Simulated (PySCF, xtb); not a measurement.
C₃H₁₂InN, SMILES [CH3][In]([CH3])([CH3])<-[NH3] (connectivity only; charge and spin as stated), neutral, multiplicity 1.

xtb with GFN2-xTB at its own geometry gives an orbital gap of 4.42 eV and a dipole moment of 4.51 D.

Coordinates come from a B3LYP-D3(BJ)/def2-SVP optimisation. The isomer is the one that the SMILES or the coordinates give; other isomers of the formula were not compared. The def2 effective core potentials stand for the cores of In; spin–orbit coupling is left out. The values are those of a single conformer.

Problem. What does M06-2X/def2-TZVP (PySCF) give? (An estimate is asked for; the answer gives what the named calculation found.)

Solution. gap 7.80 eV (levels -7.52 and 0.27 eV), dipole 4.22 D.
